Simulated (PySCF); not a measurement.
Level of theory: ωB97X-D3(BJ)/def2-TZVP // PBE0-D3(BJ)/def2-TZVP in PySCF. All species are isolated molecules in the gas phase. One relaxed conformer stands for a flexible species; it need not be the lowest. Delta-SCF ions had no search for a lower state. Excitations are Tamm–Dancoff values on a coarser integration grid. The basis has no diffuse functions, so Rydberg states are missing or too high.

Reference species (SMILES): `S=C(CS)S` (neutral, multiplicity 1).

```json
{
  "brightest of the four lowest singlets (TDA)": "4.96 eV",
  "vertical ionisation energy (Delta-SCF)": "8.85 eV"
}
```

Changed species: `SC=C(S)S`.

Problem. Give the shifts of the brightest of the four lowest singlets (TDA) and vertical ionisation energy (Delta-SCF).

Solution. the brightest of the four lowest singlets (TDA) rises by 0.44 eV, to 5.40 eV; the vertical ionisation energy (Delta-SCF) decreases by 0.63 eV, to 8.22 eV.
